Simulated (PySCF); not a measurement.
Molecule: SMILES O([C@]1(F)[C@H](F)C1)C(F)(F)F, C4H3F5O.

Bonds (- single, = double, # triple, : aromatic): F1-C2, C2-C3, C3-C4, C4-F5, C4-O6, O6-C7, C7-F8, C7-F9, C7-F10, C4-C2. C2 carries H11; C3 carries H12, H13. Stereochemistry as in F[C@@H]1C[C@]1(F)OC(F)(F)F. H13 is cis to F1 on the ring; H12 is trans to F1 on the ring.

Frames of a GFN2-xTB Langevin trajectory at 200 K; GIAO PBE0/pcSseg-1 shieldings in PySCF, gas phase, non-relativistic; equivalent atoms averaged within each frame.

Referencing at the same level of theory: ¹⁹F (σref 170.95) against CFCl3; TMS for ¹³C (σref 186.93) and ¹H (σref 31.72); ¹⁷O (σref 336.08) against H2O. The references are static minima.

Problem. How do the shifts (ppm) fluctuate along the trajectory?

Solution. 
| time (fs) | F8/F9/F10 | F5 | F1 | C7 | C4 | C2 | C3 | O6 | H11 | H12 |
| --- | --- | --- | --- | --- | --- | --- | --- | --- | --- | --- |
| optimised geometry | -72.1 | -160.0 | -236.6 | 131.3 | 103.3 | 76.0 | 20.8 | 148.9 | 4.94 | 1.65 |
| 250 | -68.4 | -142.6 | -237.8 | 135.0 | 112.8 | 73.7 | 26.4 | 173.6 | 4.83 | 3.66 |
| 425 | -65.6 | -150.1 | -243.1 | 136.0 | 99.1 | 75.9 | 23.3 | 163.8 | 4.09 | 1.12 |
| 625 | -69.4 | -138.9 | -220.7 | 131.2 | 108.3 | 80.2 | 21.5 | 153.5 | 5.68 | 1.97 |
| 800 | -76.6 | -120.3 | -242.4 | 129.3 | 108.0 | 71.4 | 20.9 | 144.6 | 4.48 | 0.67 |
| 1000 | -59.3 | -137.1 | -234.4 | 134.6 | 106.8 | 81.5 | 30.0 | 151.7 | 6.23 | 2.92 |
| mean of frames | -67.9 | -137.8 | -235.7 | 133.2 | 107.0 | 76.5 | 24.4 | 157.5 | 5.06 | 2.07 |
| standard deviation | 6.3 | 11.0 | 9.1 | 2.8 | 5.0 | 4.2 | 3.8 | 11.4 | 0.88 | 1.24 |

5 frames give an uncertainty of the mean of about the standard deviation over 2.2 at best, since frames this close in time may not be independent; classical motion lacks zero-point vibration, and the reference would need the same averaging.
